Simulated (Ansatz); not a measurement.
Compare A (`BC(C)[SiH2]S`) with its isomer B (`CB[SiH2]SC`).

Calculated with Ansatz (gas phase, PBE0-D4/def2-TZVP geometries, no zero-point term in ΔE). CCSD(T)/CBS is the MP2 limit (def2-TZVPP, def2-QZVPP) plus CCSD(T) − MP2 in def2-TZVPP, frozen cores. DFT in def2-TZVPP. B3LYP here is the variant with VWN-RPA as its local correlation; programs differ in this. Each species was taken in one conformer, which may not be the lowest.

A:

```xyz
14

B    -0.317    0.810   -1.452
C    -0.390   -0.285   -0.386
C    -1.632   -0.393    0.494
Si    1.117    0.347    0.613
S     2.941   -0.637    0.106
H     0.521    0.768   -2.308
H    -1.031    1.771   -1.384
H    -0.032   -1.257   -0.741
H    -1.938    0.588    0.866
H    -2.472   -0.794   -0.079
H    -1.481   -1.043    1.360
H     0.785    0.191    2.053
H     1.404    1.783    0.345
H     2.526   -1.849    0.512
```

B:

Z-matrix (Å, degrees):
```
C
B 1 1.548
H 1 1.092 2 114.7
H 1 1.106 2 102.9 3 -113.9
H 1 1.091 2 116.0 3 130.8
Si 2 2.016 1 124.2 3 -153.5
H 2 1.201 1 119.1 3 30.2
S 6 2.134 2 109.6 1 2.4
H 6 1.495 2 110.6 1 123.5
H 6 1.495 2 111.2 1 -119.2
C 8 1.815 6 100.5 2 179.5
H 11 1.090 8 110.9 6 -61.0
H 11 1.090 8 107.2 6 -179.8
H 11 1.090 8 110.9 6 61.3
```

**Question.** Which is lower in electronic energy at CCSD(T)/CBS, and by how much? (An estimate is asked.)

**Answer.** Ansatz gave: A, by 7.2 kcal/mol.

**Question.** Give E(B) − E(A) in kcal/mol with ωB97M-V, HF/def2-TZVPP, B3LYP, LDA (SPW92), CCSD(T)/def2-TZVPP, PBE0-D4, PBE-D4. (An estimate is asked.)

**Answer.** Ansatz gave: ωB97M-V 8.0, HF/def2-TZVPP 4.8, B3LYP 4.7, LDA (SPW92) 7.8, CCSD(T)/def2-TZVPP 7.8, PBE0-D4 5.9, PBE-D4 5.2. None reverses the order clearly.

**Question.** Does the order hold for the free energy at 298.15 K (harmonic terms from PBE0-D4)? (Best estimate.)

**Answer.** Ansatz gave: Yes: G(B) − G(A) = +7.1 kcal/mol, for one conformer each. Modes under 60 cm⁻¹, often nearly free rotors, make the harmonic entropy too high.

Largest T1 diagnostic: 0.011.

From BLYP to BHLYP (50 % exact exchange), in def2-TZVPP and without D4, E(B) − E(A) moves by +1.7 kcal/mol. Leaving LDA and LC-ωPBE aside and taking each functional with its dispersion term where it has one, the values, not all of them listed here, spread over 2.8 kcal/mol, from BLYP-D4 to ωB97M-V. LDA lies +3.1 kcal/mol from PBE without D4.
